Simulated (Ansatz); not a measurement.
Bond stretch in GaH, singlet.

Calculation: full CI/cc-pVDZ, cores with 3d frozen run with Ansatz (a program for electronic structure).

Problem. Relative to R = 1.68 Å, what are the energies at R = 2.54, 2.77, 4.20, 5.04 Å?

Solution. 47.4 mEh at 2.54 Å, 61.1 mEh at 2.77 Å, 99.5 mEh at 4.20 Å, 102.1 mEh at 5.04 Å.

Also computed but left out beside FCI, since their determinant holds another spin at the minimum (<S²> over 0.7 above the pure value): UHF/STO-3G.
